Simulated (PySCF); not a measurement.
pyridine-4-carbonitrile (C₆H₄N₂), SMILES c1c(ccnc1)C#N.

The structure is a stationary point at TPSSh-D3(BJ)/def2-SVP.

Two levels are set side by side: PBE/def2-TZVP (PySCF) and r2SCAN/def2-TZVP (PySCF). Same geometry, gas phase. Differences are taken from unrounded values.

```tsv
quantity	r2SCAN
orbital gap (eV)	3.87
highest occupied level (eV)	-6.91
lowest empty level (eV)	-3.04
dipole moment (D)	2.15
```

What does PBE give, and how far is it from r2SCAN? (An estimate is asked for; the answer gives what the named calculation found.)


```
quantity                       PBE  PBE minus r2SCAN
---------------------------  -----  ----------------
orbital gap (eV)              3.42             -0.45
highest occupied level (eV)  -6.55              0.36
lowest empty level (eV)      -3.13             -0.09
dipole moment (D)             2.07             -0.08
```

Rough cost on one machine, each run with all the roots and properties that it gave: r2SCAN against PBE about 2 times.
